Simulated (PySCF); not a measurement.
**How methods differ on the ionisation energy of Sr⁺**

Sr⁺ [Kr] 5s1 (2S) → Sr²⁺ [Kr] (1S), as a difference of total energies. All numbers are calculated (PySCF 2.14, scalar relativity by spin-free X2C-1e, in aug-cc-pwCVTZ-X2C (10s9p7d3f, 93 functions)). Correlated levels: valence and next inner shell: [Ar] 3d10 frozen. The calculations carry no spin-orbit coupling.

| method | ionisation energy (eV) |
| --- | --- |
| UHF | 10.446 |
| LDA | 11.365 |
| PBE | 11.191 |
| PBE0 | 11.063 |
| r2SCAN | 10.868 |
| wB97M-V | 10.867 |
| LC-wPBE | 10.849 |
| wB97X-V | 10.841 |
| MP2 (valence and next inner shell) | 10.966 |
| SCS-MP2 (valence and next inner shell) | 10.865 |

Question: How much does correlation contribute at MP2 (valence and next inner shell)?

Answer: 10.966 − (10.446) = 0.520 eV, measured against UHF.

Errors of the correlated levels include the incompleteness of this basis and the frozen core.

For comparison: 11.030 eV (measured; NIST Atomic Spectra Database, ionization energies).
